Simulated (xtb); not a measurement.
1,3-azasiletidine (C₂H₇NSi), SMILES N1C[SiH2]C1. All values are semi-empirical tight-binding results from xtb (GFN2-xTB unless named), good for trends rather than for accurate numbers. The structure is a stationary point at GFN2-xTB.

```json
{
 "point_group_as_xtb_finds_it": "Cs",
 "orbital_gap": "3.63 eV",
 "dipole_moment": "1.32 D",
 "zero_point_energy": "53.4 kcal/mol",
 "G − E(el) at 298.15 K (modified RRHO)": "36.1 kcal/mol",
 "static polarisability (D4 model)": "59.8 bohr³",
 "solvation energy, GFN2-xTB/ALPB(water)": "-1.1 kcal/mol",
 "solvation energy, GFN2-xTB/ALPB(dmf)": "-3.3 kcal/mol"
}
```
